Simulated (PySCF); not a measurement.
# MCl₄ across group 14

Level: PBE, basis family def2-TZVP, scalar-relativistic core potentials from Rb on and no relativity for lighter atoms.

Each entry is the lowest minimum that a search over a few typed start shapes (and spin states, where more than one is plausible) found, or that minimum re-optimised at the stated level; isomers with ligand–ligand bonds, or fragments after loss of a ligand pair, can lie lower. Open shells are unrestricted; no spin–orbit coupling; PySCF with density fitting.

```
molecule  2S+1  point group  mean bond to the central atom (Å)  distinct angles (°)  atomisation (kJ/mol)  polar-tensor charge of the central atom
    CCl₄     1           Td                              1.782                  109                  1399                                     1.40
   SiCl₄     1           Td                              2.040                  109                  1621                                     1.94
   GeCl₄     1           Td                              2.140                  109                  1415                                     1.93
   SnCl₄     1           Td                              2.316                  109                  1328                                     1.97
```

The bond lengthens at every step; the largest change, 0.258 Å, falls between CCl₄ and SiCl₄ among the members listed.

Left out of the table are members whose search was unfinished or whose lowest solution was spin-contaminated, unstable, very soft or bonded differently.
